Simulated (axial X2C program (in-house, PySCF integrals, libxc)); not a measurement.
# Excited states of PbBr⁺ by EOM-EE-CCSD

Calculated with an axial X2C code built on PySCF integrals: two-component X2C with atomic mean-field Coulomb and Gaunt terms, Gaussian nuclei, basis Pb dyall-acv3z, Br dyall-acv3z with contracted cores.

R = 2.484 Å (near the PBE0 minimum at charge 1 of the determinant lowest at the starting distance; the state shown can have its own minimum elsewhere).

Hartree–Fock spinors of PbBr⁺ (one of each Kramers pair; a window near the gap, which can cut inner shells):

| ω | occupied | ε (eV) | character |
| --- | --- | --- | --- |
| 1/2 | yes | -22.92 | 63% Pb s, 25% Br p, 5% Br s |
| 1/2 | yes | -16.96 | 78% Br p, 9% Pb p, 5% Pb s |
| 3/2 | yes | -16.49 | 86% Br p, 5% Pb p, 5% Pb f |
| 1/2 | yes | -16.46 | 58% Br p, 28% Pb p, 8% Pb s |
| 1/2 | no | -6.36 | 77% Pb p, 9% Br p, 7% Br d |
| 3/2 | no | -5.40 | 80% Pb p, 8% Br d, 6% Br p |
| 1/2 | no | -3.34 | 58% Pb p, 12% Pb d, 9% Br p |
| 1/2 | no | -2.67 | 75% Pb s, 10% Pb d, 8% Br s |
| 1/2 | no | -1.90 | 91% Pb p, 5% Br p |
| 3/2 | no | -1.79 | 93% Pb p, 5% Br p |

Vertical excitation energies from the closed-shell determinant state of PbBr⁺:

```
 Ω  excitation (eV)   cm⁻¹         hole of the leading pair    particle of the leading pair  weight of the pair (for Ω = 0 its time-reversed partner can hold as much again)  singles weight
0⁻            3.324  26809  41% Br pσ, 27% Pb pσ, 16% Pb sσ   75% Pb pπ, 7% Br dπ, 7% Br pπ                                                                             0.47            0.95
 1            3.415  27543                        86% Br pπ   72% Pb pπ, 9% Br dπ, 8% Br pπ                                                                             0.90            0.92
 2            3.503  28254                        86% Br pπ   72% Pb pπ, 8% Br dπ, 7% Br pπ                                                                             0.91            0.91
 1            3.520  28391  35% Br pσ, 22% Pb pσ, 22% Br pπ   74% Pb pπ, 7% Br dπ, 7% Br pπ                                                                             0.90            0.94
0⁺            3.527  28450  44% Br pσ, 27% Pb pσ, 20% Pb sσ   78% Pb pπ, 7% Br dπ, 7% Br pπ                                                                             0.46            0.94
0⁻            3.730  30085                        77% Br pπ   72% Pb pπ, 8% Br dπ, 8% Br pπ                                                                             0.44            0.92
 1            3.852  31069             65% Br pπ, 14% Br pσ   73% Pb pπ, 8% Br dπ, 7% Br pπ                                                                             0.89            0.92
0⁺            4.185  33758              83% Br pπ, 7% Pb pπ   73% Pb pπ, 7% Br dπ, 7% Br pπ                                                                             0.38            0.91
 2            4.572  36874  42% Br pσ, 27% Pb pσ, 17% Pb sσ             81% Pb pπ, 9% Br dπ                                                                             0.94            0.94
 3            4.647  37478                        86% Br pπ  79% Pb pπ, 11% Br dπ, 7% Br pπ                                                                             0.91            0.91
0⁻            4.660  37582                        86% Br pπ  79% Pb pπ, 11% Br dπ, 7% Br pπ                                                                             0.43            0.91
```

This point took 21 s on 1 thread of AMD EPYC 7R43 64-Core Processor (Zen 3) (shared host).

Reference electrons by ω block (each with its −ω partner): 1/2: 34, 3/2: 17, 5/2: 6, 7/2: 1. 10 electrons of PbBr⁺ correlated (inner shells frozen), 88 natural virtual spinors (a truncated set); levels can be off by some tenths of an eV. Roots sought by Ω: (0: 5, 1: 4, 2: 3, 3: 1); the list ends where they run out and leaves out roots under 60 % singles weight. The solver can skip a root, and states that need a further excitation, which the method places far too high, are missing though they may lie low or lowest. T1 of the reference 0.019 (Lee–Taylor). Number of frozen shells: Pb 5 s, 4 p, 3 d, 1 f; Br 3 s, 2 p, 1 d.
